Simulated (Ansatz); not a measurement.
CH2N (SMILES C=[N]) moved off its minimum; all values from Ansatz (a first-principles code), cores frozen in correlated methods. Open shells are unrestricted.
(charge 0, multiplicity 2)
```xyz
4

C     -0.3951     0.0776    -0.0026
N      0.6434    -0.1927    -0.1486
H     -0.9561    -0.6164    -0.1854
H     -0.8164     1.2437    -0.0514
```

Forces at MP2/aug-cc-pVTZ (eV/Å):

```json
[
 {"atom": "C1", "Fx": "-12.073", "Fy": "13.756", "Fz": "2.574"},
 {"atom": "N2", "Fx": "19.295", "Fy": "-3.917", "Fz": "-1.828"},
 {"atom": "H3", "Fx": "-7.935", "Fy": "-7.474", "Fz": "-1.306"},
 {"atom": "H4", "Fx": "0.712", "Fy": "-2.366", "Fz": "0.560"}
]
```

Q: Give the forces (eV/Å), the total energy and the dipole at CCSD(T)/aug-cc-pVTZ.

A: 
```tsv
atom	Fx	Fy	Fz
C1	-12.678	13.624	2.771
N2	20.120	-4.096	-1.955
H3	-8.021	-7.459	-1.336
H4	0.578	-2.069	0.520
```
Energy -93.7302 hartree, dipole 2.25 D.
